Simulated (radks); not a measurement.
The tin anion Sn4-, [Xe], held by a Watson sphere: a shell of charge +4 at radius R that stands for the Madelung well of a crystal (potential energy -4/R inside, -4/r outside, in hartree with lengths in bohr). All-electron calculation, scalar-relativistic Kohn-Sham, PBE, spin-polarised, spherical densities, point nucleus. Program: a radial shooting solver on a logarithmic mesh with Libxc functionals. Response by self-consistent Sternheimer equations with the Hartree and adiabatic LDA kernel, the relativistic mass of each level held fixed and spin-orbit coupling left out. The sphere does not respond.

| R (bohr) | e(4d) (eV) | e(5s) (eV) | e(5p) (eV) | <r> 5p (bohr) | sum of <r^2> (bohr^2) | X-ray form factor at sin(theta)/lambda = 0.2 1/angstrom | alpha (bohr^3) |
|---|---|---|---|---|---|---|---|
| 2.66 | -26.094 | -13.628 | -6.773 | 2.938 | 96.11 | 40.115 | 58.01 |
| 3.08 | -24.799 | -12.267 | -6.099 | 3.160 | 106.6 | 39.982 | 77.24 |
| 3.44 | -24.158 | -11.304 | -5.544 | 3.356 | 116.4 | 39.946 | 99.25 |
| 4.15 | -23.518 | -9.889 | -4.591 | 3.753 | 137.5 | 40.000 | 161.9 |
| 4.66 | -23.303 | -9.196 | -4.039 | 4.045 | 154.3 | 40.081 | 227.4 |
| 4.67 | -23.300 | -9.185 | -4.029 | 4.051 | 154.6 | 40.083 | 228.9 |
| 5.52 | -23.144 | -8.482 | -3.335 | 4.550 | 186.0 | 40.200 | 387.6 |
